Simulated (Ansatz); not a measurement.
`CC(C)(C)[CH2][Ge]([F])([F])[F]` at its PBE0-D4/def2-TZVP geometry, where that method's forces vanish. Charge 0, multiplicity 1.

```xyz
20

C    -1.4247    0.3260   -0.7047
C    -0.4234   -0.0686    0.3769
C    -1.1014   -1.0122    1.3700
C     0.0612    1.1750    1.1165
C     0.7616   -0.8283   -0.2358
Ge    1.8404    0.0896   -1.5416
F     2.6315    1.5084   -0.9836
F     1.0165    0.5921   -2.9625
F     3.1072   -0.9225   -2.1068
H    -1.7774   -0.5498   -1.2562
H    -0.9941    1.0231   -1.4279
H    -2.2945    0.8104   -0.2546
H    -0.4118   -1.3144    2.1627
H    -1.9575   -0.5209    1.8392
H    -1.4640   -1.9159    0.8729
H    -0.7793    1.6758    1.6028
H     0.7901    0.9171    1.8896
H     0.5318    1.8956    0.4430
H     1.4662   -1.1424    0.5410
H     0.4216   -1.7383   -0.7406
```

What forces (eV/Å) does ωB97M-V/def2-TZVPP give on these atoms in the Gaussian-basis code of Ansatz? (An estimate is asked.)

Computed: 
```
C1  -0.107  0.045 -0.124
C2   0.002 -0.029  0.012
C3  -0.093 -0.087  0.116
C4   0.058  0.139  0.078
C5   0.152 -0.102 -0.076
Ge6 -0.099 -0.050  0.104
F7   0.038  0.076  0.035
F8  -0.050  0.027 -0.072
F9   0.058 -0.053 -0.023
H10  0.026  0.042  0.034
H11 -0.012 -0.033  0.043
H12  0.053 -0.029 -0.023
H13 -0.035  0.022 -0.051
H14  0.052 -0.028 -0.029
H15  0.025  0.057  0.023
H16  0.046 -0.032 -0.030
H17 -0.039  0.005 -0.045
H18 -0.028 -0.042  0.024
H19 -0.057  0.017 -0.039
H20  0.011  0.055  0.043
```
